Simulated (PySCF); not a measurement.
## Spinor energies of As⁺ (arsenic, charge +1)

Start: [Ar] 3d10 4s1 4p3; 4s1/2 filled at m_j = +1/2; 4p3/2 filled at m_j = -1/2, +1/2, +3/2. Calculated with PySCF 2.14 in x2c-TZVPall-2c with one added diffuse shell each of s, p, d type (7s8p5d1f, 63 functions): generalised Hartree-Fock with the X2C-1e Hamiltonian and a Gaussian nucleus; one run each with spin-orbit coupling (SO) switched off, then screened by Boettger's factors. This is a chosen level, not necessarily the ground level.

| spinor shell | electrons | ε, spin-free (eV) | ε, screened SO (eV) | weight of nominal j (screened SO) | rms radius, screened SO (bohr) |
| --- | --- | --- | --- | --- | --- |
| 1s1/2 | 2 | -11955.9 | -11955.6 | 1.000 | 0.0524 |
| 2s1/2 | 2 | -1583.3 | -1583.2 | 1.000 | 0.219 |
| 2p1/2 | 2 | -1384.8 | -1409.9 | 1.000 | 0.194 |
| 2p3/2 | 4 | -1384.8 | -1372.7 | 1.000 | 0.197 |
| 3s1/2 | 2 | -236.19 | -236.17 | 1.000 | 0.639 |
| 3p1/2 | 2 | -172.65 | -176.34 | 0.993 | 0.659 |
| 3d3/2 | 4 | -67.424 | -67.950 | 0.919 | 0.750 |
| 3d5/2 | 6 | -67.424 | -67.058 | 0.946 | 0.746 |
| 4s1/2 | 1 | -33.831 | -33.824 | 1.000 | 2.03 |
| 4p3/2 | 3 | -20.037 | -20.039 | 0.651 | 2.42 |

Where does 3p3/2 lie, and what is the 3p spin-orbit splitting (screened SO)?

At -170.87 eV, 5.469 eV above 3p1/2.

```
   quantity    spin-free  screened SO
E (hartree)  -2258.43660  -2258.53173
        M_J            2            2
       ⟨J²⟩        6.002        6.002
       ⟨L²⟩        0.000        0.005
       ⟨S²⟩        6.002        5.999
```

Each row is a mean over spinors that exchange with the open shell spreads, by up to 1.177 eV (3s1/2).

Rows whose weight is well below 1 are mixtures of j = l ± 1/2: exchange outweighs spin-orbit coupling there, and the label is only the starting occupation.

Without spin-orbit coupling the j labels of p, d and f shells carry no meaning; the spin-free column gives the mean over the occupied spinors of each nl shell.
